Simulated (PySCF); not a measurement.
Two-component Hartree-Fock for Pb⁴⁴⁺ (lead, charge +44)

Start: [Kr] 4d2; 4d3/2 filled at m_j = +1/2, +3/2. Calculated with PySCF 2.14 in an uncontracted even-tempered set (16 s from 5.8 bohr⁻², ratio 2.8; 14 p from 7.5 bohr⁻², ratio 2.8; 9 d from 7.5 bohr⁻², ratio 2.8; 3 f from 27 bohr⁻², ratio 3): generalised Hartree-Fock with the X2C-1e Hamiltonian and a Gaussian nucleus; one run each with spin-orbit coupling (SO) switched off, then screened by Boettger's factors.

```json
{"spinor shell": "1s1/2", "electrons": "2", "ε, spin-free (eV)": "-90642.9", "ε, screened SO (eV)": "-90602.1", "weight of nominal j (screened SO)": "1.000", "rms radius, screened SO (bohr)": "0.0181"}
{"spinor shell": "2s1/2", "electrons": "2", "ε, spin-free (eV)": "-18123.0", "ε, screened SO (eV)": "-18108.9", "weight of nominal j (screened SO)": "1.000", "rms radius, screened SO (bohr)": "0.0730"}
{"spinor shell": "2p1/2", "electrons": "2", "ε, spin-free (eV)": "-15869.6", "ε, screened SO (eV)": "-17456.1", "weight of nominal j (screened SO)": "1.000", "rms radius, screened SO (bohr)": "0.0617"}
{"spinor shell": "2p3/2", "electrons": "4", "ε, spin-free (eV)": "-15869.6", "ε, screened SO (eV)": "-15256.5", "weight of nominal j (screened SO)": "1.000", "rms radius, screened SO (bohr)": "0.0700"}
{"spinor shell": "3s1/2", "electrons": "2", "ε, spin-free (eV)": "-5975.3", "ε, screened SO (eV)": "-5969.9", "weight of nominal j (screened SO)": "1.000", "rms radius, screened SO (bohr)": "0.184"}
{"spinor shell": "3p1/2", "electrons": "2", "ε, spin-free (eV)": "-5313.5", "ε, screened SO (eV)": "-5680.5", "weight of nominal j (screened SO)": "1.000", "rms radius, screened SO (bohr)": "0.176"}
{"spinor shell": "3p3/2", "electrons": "4", "ε, spin-free (eV)": "-5313.5", "ε, screened SO (eV)": "-5166.7", "weight of nominal j (screened SO)": "1.000", "rms radius, screened SO (bohr)": "0.192"}
{"spinor shell": "3d3/2", "electrons": "4", "ε, spin-free (eV)": "-4642.5", "ε, screened SO (eV)": "-4707.2", "weight of nominal j (screened SO)": "1.000", "rms radius, screened SO (bohr)": "0.167"}
{"spinor shell": "3d5/2", "electrons": "6", "ε, spin-free (eV)": "-4642.5", "ε, screened SO (eV)": "-4594.1", "weight of nominal j (screened SO)": "1.000", "rms radius, screened SO (bohr)": "0.171"}
{"spinor shell": "4s1/2", "electrons": "2", "ε, spin-free (eV)": "-2705.2", "ε, screened SO (eV)": "-2703.1", "weight of nominal j (screened SO)": "1.000", "rms radius, screened SO (bohr)": "0.387"}
{"spinor shell": "4p1/2", "electrons": "2", "ε, spin-free (eV)": "-2458.8", "ε, screened SO (eV)": "-2581.1", "weight of nominal j (screened SO)": "1.000", "rms radius, screened SO (bohr)": "0.382"}
{"spinor shell": "4d3/2", "electrons": "2", "ε, spin-free (eV)": "-2215.2", "ε, screened SO (eV)": "-2233.0", "weight of nominal j (screened SO)": "0.999", "rms radius, screened SO (bohr)": "0.390"}
```

(1) Where does 4p3/2 lie, and what is the 4p spin-orbit splitting (screened SO)?

| quantity | spin-free | screened SO |
| --- | --- | --- |
| E (hartree) | -19571.97932 | -19611.63514 |
| M_J | 2 | 2 |
| ⟨J²⟩ | 8.001 | 6.010 |
| ⟨L²⟩ | 12.001 | 10.197 |
| ⟨S²⟩ | 2.000 | 1.609 |

Each row is a mean over spinors that exchange with the open shell spreads, by up to 19.405 eV (4p1/2).

Breit and QED terms are absent; they matter most for the inner s and p1/2 levels.

Densities and radii are taken from the X2C orbitals without a picture-change correction, which distorts them close to the nucleus.

Without spin-orbit coupling the j labels of p, d and f shells carry no meaning; the spin-free column gives the mean over the occupied spinors of each nl shell, and its ⟨J²⟩ belongs to a mixture of degenerate components.

Results:

(1) At -2408.8 eV, 172.35 eV above 4p1/2.
